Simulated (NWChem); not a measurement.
System: BI₃; SMILES IB(I)I

The following NWChem deck was run.

```
start job
memory heap 200 mb stack 900 mb global 1100 mb
geometry units angstroms noautoz
  B      0.000000     0.000000    -0.000886
  I      0.546403     2.048308    -0.000866
  I      1.500685    -1.497353    -0.000866
  I     -2.047088    -0.550955    -0.000866
end
basis spherical
  * library def2-tzvpd
end
ecp
  I library def2-ecp
end
dft
  xc m06-2x
  iterations 150
  semidirect filesize 400000000
  mulliken
end
task dft energy
```

Geometry: optimised at PBE0/def2-SVP. def2 effective core potentials on I; no spin-orbit coupling.

Problem. Predict the main results of this run. (M06-2X/def2-TZVPD with def2 effective core potentials on I.) Quantities: energy (Ha); highest occupied level (eV); orbital gap (eV).

Solution. 
* **energy (Ha)**: -917.82
* **highest occupied level (eV)**: -8.56
* **orbital gap (eV)**: 6.67
